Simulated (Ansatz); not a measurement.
`[OH][GeH2][O][SiH3]`, relaxed with RKS PBE0-D4/def2-TZVP in the Gaussian-basis code of Ansatz from a PBE-D4/def2-SVP geometry. The force threshold is 0.005 eV/Å; the program also tests the step.

Total charge 0; spin multiplicity 1.

Start:

```xyz
10

O     0.249    1.658    1.411
Ge    1.276    0.509    0.494
O     0.268   -0.876   -0.051
Si   -1.138   -0.913   -0.969
H    -0.087    1.255    2.233
H     2.374   -0.143    1.370
H     1.759    1.332   -0.721
H    -2.350   -0.598   -0.132
H    -1.279   -2.300   -1.528
H    -1.073    0.077   -2.106
```

Task: By how much does the energy fall, and how many steps does the optimiser take? (Best estimate.)

Result: The calculation gave: 0.06 eV, in 12 steps, 1 of them rejected.

Task: Which bonds change most? (Best estimate.)

Result: Ansatz gave: O3–Si4 from 1.679 to 1.638 Å; Ge2–O3 from 1.797 to 1.769 Å; O1–Ge2 from 1.793 to 1.771 Å; Si4–H8 from 1.507 to 1.487 Å.

Task: Give the relaxed structure. (Estimate.)

Result: Ansatz gave: 
```xyz
10

O     0.270    1.662    1.374
Ge    1.264    0.495    0.487
O     0.233   -0.832   -0.067
Si   -1.137   -0.912   -0.960
H    -0.064    1.319    2.206
H     2.309   -0.165    1.395
H     1.804    1.274   -0.715
H    -2.338   -0.702   -0.109
H    -1.209   -2.260   -1.577
H    -1.131    0.121   -2.034
```
